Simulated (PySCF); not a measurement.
## MnO₃⁺, singlet: structure and spectrum

Level of theory: PySCF, PBE0, basis Mn def2-TZVP, O def2-TZVP (no relativity, density fitting).

The structure is a minimum.

* Point group: C3v
* Bond lengths: Mn–O 1.528 Å (×3)
* Bond angles: O–Mn–O 111.7° (×3)
* Heat capacity Cp at 298.15 K: 55.6 J/(mol K)
* Dipole moment about the centre of mass: 2.67 D
* Principal polarisabilities: 15.2, 37.4, 37.4 bohr³
* Entropy at 298.15 K and 1 bar: 272.5 J/(mol K)
* Rotational constants: 0.2991, 0.2991, 0.1647 cm⁻¹
* Lowest empty level: -13.64 eV
* Principal quadrupole moments (Buckingham, traceless) about the centre of mass: -1.61, -1.61, 3.23 D Å
* Enthalpy at 298.15 K above 0 K: 12.67 kJ/mol
* Rotational symmetry number: 3
* Highest occupied level: -17.31 eV
* Zero-point energy: 26.6 kJ/mol

Harmonic modes (masses in u: Mn 54.938, O 15.995):
```csv
symmetry,ω (cm⁻¹),"IR (km/mol, summed over degenerate members)",μ (u),type
a1,320,24.0,22.25,bend
e,422,0.0,17.50,bend
a1,1073,1.9,16.82,stretch
e,1109,163,20.35,stretch
```

In C3v the vibrations span 2a1 + 2e.

Charges (e):
```csv
atom,Mulliken,Löwdin,polar tensor,Mayer order to Mn1
Mn1,1.56,0.70,1.67,–
"O2,3,4",-0.19,0.10,-0.22,1.89
```
Other Mayer orders above 0.3: O–O 0.30 (×3).

Mulliken populations on Mn1: s 6.07, p 12.27, d 5.08, f 0.01.

Formally Mn is in oxidation state +7, d0. A d0 centre has no lone pair, yet it is C3v rather than trigonal planar: covalent bonding through the d orbitals favours lower symmetry. The polar-tensor charge on Mn, 1.67, is far below the formal one.

Stability towards spin polarisation was not tested. Only a few start shapes were tried, so a lower isomer may exist.

The final relaxation and frequency run took of the order of 3 core-minutes on a shared host.
